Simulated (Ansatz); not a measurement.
Clusters of 6 atoms, II-VI: gap (eV) at several levels, gas phase, relaxed structures; Ansatz. Clusters are the lowest isomers that short searches found in that spin, judged at the geometry's level. Core potentials for Hg, Sr, Te in the def2 sets, no spin–orbit coupling. HOMO and LUMO are taken over both spins. Singlets are spin-restricted. A dash marks a value that wasn't run or was left out as unsound. The structures are stationary points that may keep the symmetry of their start. Remarks come from the PBE and PBE0 runs and from stability tests at other levels; not every state was tested. HOMO above LUMO (over both spins in singlets and doublets, within one spin in higher multiplets; at PBE or PBE0), or a gap under 0.15 eV within one spin, warns that the state may not be the lowest or that an electron is smeared out.

```
species    state            geometry  PBE-D4/def2-TZVPD  r2SCAN-D4/def2-TZVP  PBE0-D4/def2-SVP  PBE0-D4/def2-TZVP  PBE0-D4/def2-TZVPD                                                remarks
 Mg3Te3  singlet    PBE0-D4/def2-SVP               2.51                 3.04              4.01               4.07                4.07                                                      –
  Sr3O3  singlet    PBE0-D4/def2-SVP               1.50                 1.93              3.15               3.12                3.13                                                      –
 Be3O3⁺  doublet    PBE0-D4/def2-SVP                  –                 0.50              2.55               2.63                   –  near-degenerate levels, gap within one spin near zero
 Hg3Te3  singlet   B3LYP-D4/def2-SVP               1.89                 2.23              3.48               3.50                3.50                                                      –
  Be3S3  singlet  r2SCAN-D4/def2-SVP               3.35                 3.92              5.20               5.22                5.23                                                      –
 Ca3Se3  singlet    PBE0-D4/def2-SVP               1.96                 2.59              3.32               3.36                3.37                                                      –
  Zn3O3  singlet  r2SCAN-D4/def2-SVP               2.84                 3.35              5.08               5.23                5.22                                                      –
  Zn3S3  singlet    PBE0-D4/def2-SVP               2.96                 3.44              5.01               4.87                4.87                                                      –
```

Estimate the column for PBE-D4/def2-TZVP.

Mg3Te3 2.51; Sr3O3 1.50; Be3O3⁺ 0.04; Hg3Te3 1.89; Be3S3 3.33; Ca3Se3 1.96; Zn3O3 2.84; Zn3S3 2.95.

Over the 7 species that have every level, the mean is 2.42 at PBE-D4/def2-TZVP, 2.43 at PBE-D4/def2-TZVPD, 2.93 at r2SCAN-D4/def2-TZVP, 4.18 at PBE0-D4/def2-SVP, 4.20 at PBE0-D4/def2-TZVP, 4.20 at PBE0-D4/def2-TZVPD. Orbital gaps grow with the share of exact exchange and aren't one observable across functionals.
